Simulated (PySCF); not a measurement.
# Dipole moment and polarisability of `CC(=S)C1=CC=C[SiH2]1`

Species: C6H8SSi.
Structure used (GFN2-xTB), in Å, numbered top down from 1:
```
atom  x, y, z in Å
C1    -2.5482   -0.1235   -0.4637
C2    -1.4940    0.1184    0.5671
S3    -1.9132    0.4785    2.1196
C4    -0.1157    0.0455    0.2410
C5     0.4204   -0.2366   -0.9765
C6     1.8602   -0.2476   -1.0411
C7     2.5102    0.0210    0.1040
Si8    1.2731    0.3423    1.5001
H9    -2.4476    0.5918   -1.2804
H10   -3.5362   -0.0219   -0.0223
H11   -2.4450   -1.1260   -0.8799
H12   -0.1603   -0.4450   -1.8644
H13    2.3502   -0.4648   -1.9806
H14    3.5855    0.0365    0.1582
H15    1.3300   -0.6770    2.5418
H16    1.3230    1.7175    1.9838
```

Level: CAM-B3LYP/def2-SVPD (PySCF), static field, nuclei fixed, core orbitals frozen in the response. The polarisability tensor in these axes (au):

```
x   155.16  -4.89 -21.84
y    -4.89  79.31  13.94
z   -21.84  13.94 136.20
```

**Question.** Give the principal values, the mean and the anisotropy Δα = √{½[(α1 − α2)² + (α2 − α3)² + (α1 − α3)²]}.

**Answer.** Principal values 76.08, 123.57 and 171.02 au; mean 123.55 au = 18.31 Å³ = 20.37 × 10⁻⁴⁰ C²·m²/J; Δα = 82.22 au (67 % of the mean).

**Question.** What is the dipole moment, and where does it point?

**Answer.** (1.57, -0.70, -3.02) D, 3.48 D in size, pointing from the negative to the positive side. Measured along this direction, the outermost atoms are S3 at the negative end and H13 at the positive end.

**Question.** Orientational against electronic polarisability at 400 K (dilute gas, rigid molecules)?

**Answer.** In Gaussian units μ²/3kT = 72.92 Å³ against 18.31 Å³, a ratio of 3.98; the Debye molar polarisation (4π/3)N_A(α + μ²/3kT) is 230.1 cm³/mol, leaving out the vibrational part.

**Question.** Refractivity n − 1 of an ideal gas of it at 273.15 K and 1 atm, from the electronic α?

**Answer.** N = p/kT = 2.6868 × 10¹⁹ cm⁻³, so n − 1 = 2π × N × 18.31 × 10⁻²⁴ cm³ = 3091 × 10⁻⁶ at long wavelengths.

**Question.** Form Σ f/ω² (atomic units) for the 8 lowest TDDFT singlets, given as eV and f, and set it beside the mean polarisability, which is this sum over all singlets: 2.19, 0.0001; 3.45, 0.2633; 4.48, 0.0000; 5.11, 0.0001; 5.35, 0.0528; 5.43, 0.1071; 5.57, 0.0012; 5.92, 0.0017.

**Answer.** They add up to 20.54 au, 16.6 % of the 123.55 au; the largest single term is 16.39 au, from the state at 3.45 eV. Terms in order: 0.02, 16.39, 0.00, 0.00, 1.36, 2.69, 0.03, 0.04 au. Higher excitations give the rest. The strengths listed sum to 0.426.

**Question.** Molar refractivity from α?

**Answer.** Lorentz–Lorenz: R = (4π/3)N_A α = 2.5225 cm³/(mol·Å³) × 18.31 Å³ = 46.2 cm³/mol, in the limit of long wavelengths.

Geometry: GFN2-xTB, one conformer, isolated molecule.
